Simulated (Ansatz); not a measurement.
WO₂. The state is a singlet with charge 0. Geometry PBE-D4/def2-TZVP.

Cartesian coordinates in Å:
```
W 0.671 0.071 -0.180
O -0.023 0.229 1.360
O -0.648 -0.300 -1.179
```

In the def2 sets W takes a core potential; there is no spin–orbit coupling. The restricted singlet is unstable towards broken spin symmetry at other levels; at PBE-D4/def2-SVP, BLYP-D4/def2-TZVP, r2SCAN-D4/def2-TZVPD, CAM-B3LYP-D4/def2-TZVP this wasn't settled. At r2SCAN-D4/def2-TZVP the restricted singlet is unstable: a solution with broken spin symmetry lies lower. The order of the spin states hangs on the level: the triplet lies 0.13 eV below the singlet at r2SCAN-D4/def2-TZVP, but 0.34 eV above it at BLYP-D4/def2-TZVP. The structure comes from a short search, and lower isomers may exist.

Estimate the orbital energies around the gap (eV) in Ansatz with PBE-D4/def2-SVP, BLYP-D4/def2-TZVP, r2SCAN-D4/def2-TZVP, r2SCAN-D4/def2-TZVPD, CAM-B3LYP-D4/def2-TZVP.


```
orbital  PBE-D4/def2-SVP  BLYP-D4/def2-TZVP  r2SCAN-D4/def2-TZVP  r2SCAN-D4/def2-TZVPD  CAM-B3LYP-D4/def2-TZVP
 HOMO−9           -43.27             -43.42               -44.74                -44.75                  -48.29
 HOMO−8           -23.24             -23.47               -24.88                -24.89                  -27.93
 HOMO−7           -22.97             -23.21               -24.62                -24.63                  -27.62
 HOMO−6           -10.75             -10.62               -11.09                -11.10                  -13.95
 HOMO−5           -10.52             -10.44               -10.90                -10.91                  -13.55
 HOMO−4            -9.89              -9.77               -10.15                -10.16                  -12.70
 HOMO−3            -9.55              -9.51                -9.88                 -9.90                  -12.46
 HOMO−2            -9.53              -9.46                -9.83                 -9.84                  -12.36
 HOMO−1            -7.94              -7.93                -8.31                 -8.33                  -10.89
   HOMO            -5.51              -5.53                -5.83                 -5.83                   -8.02
   LUMO            -4.34              -4.43                -4.44                 -4.45                   -2.49
 LUMO+1            -3.93              -4.12                -4.10                 -4.12                   -2.42
 LUMO+2            -2.89              -2.89                -2.77                 -2.79                   -0.67
 LUMO+3            -1.48              -1.79                -1.52                 -1.56                   -0.15
 LUMO+4            -0.92              -0.96                -0.74                 -0.79                    0.86
 LUMO+5            -0.20              -0.02                 0.22                  0.02                    1.55
```
